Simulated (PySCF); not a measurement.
Isomers of C5H10Si. Theory: PySCF, PBE0-D3(BJ)/def2-SVP geometry optimisation, gas phase. One conformer each; no zero-point energy, no entropy. No frequencies were run at this level. Point groups hold within 0.08 Å.

Question: Rank from lowest to highest electronic energy at this level (kJ/mol).
A. `[CH2:1]=[CH:2][C:3](=[CH2:4])[CH2:5][SiH3:6]` with C1–C2–C3–C4 -179°, C2–C3–C5–Si6 82°
B. `[CH2:1]=[CH:2][CH:3]1[CH2:4][SiH2:5][CH2:6]1` with C1–C2–C3–C4 125°, C2–C3–C4–Si5 98°, C3–C4–Si5–C6 16°, C4–Si5–C6–C3 -16°, C2–C3–C6–Si5 -98°

Answer: B (0.0), A (8.5).

As drawn, the lower has a four-membered ring, which the higher lacks. Neighbours under 10 kJ/mol apart (C=CC1C[SiH2]C1 and C=CC(=C)C[SiH3]) can change places with a better method, another conformer or zero-point energy.

```tsv
SMILES	E (Eh)	E rel (kJ/mol)	dipole (D)	point group	A, B, C (MHz)
C=CC1C[SiH2]C1	-485.41229	0.0	0.45	Cs	6369, 1759, 1663
C=CC(=C)C[SiH3]	-485.40906	8.5	0.51	C1	3605, 2072, 1485
```

Q: How do the relative energies change in single points at BLYP/pcSseg-1 (no added dispersion term) on the same geometries?

A: 
```tsv
SMILES	PBE0-D3(BJ)/def2-SVP (kJ/mol)	BLYP/pcSseg-1 (kJ/mol)	shift
C=CC1C[SiH2]C1	0.0	29.6	+29.6
C=CC(=C)C[SiH3]	8.5	0.0	-8.5
```

Each column counts from its own lowest isomer. C=CC(=C)C[SiH3] becomes the lowest; the largest shift is 29.6 kJ/mol.

Q: As an exercise, what shares would exp(−E/RT) give at 500 K from these electronic energies alone (no entropy, no degeneracies)?

A: RT = 4.157 kJ/mol: C=CC1C[SiH2]C1 88.5 %, C=CC(=C)C[SiH3] 11.5 %.
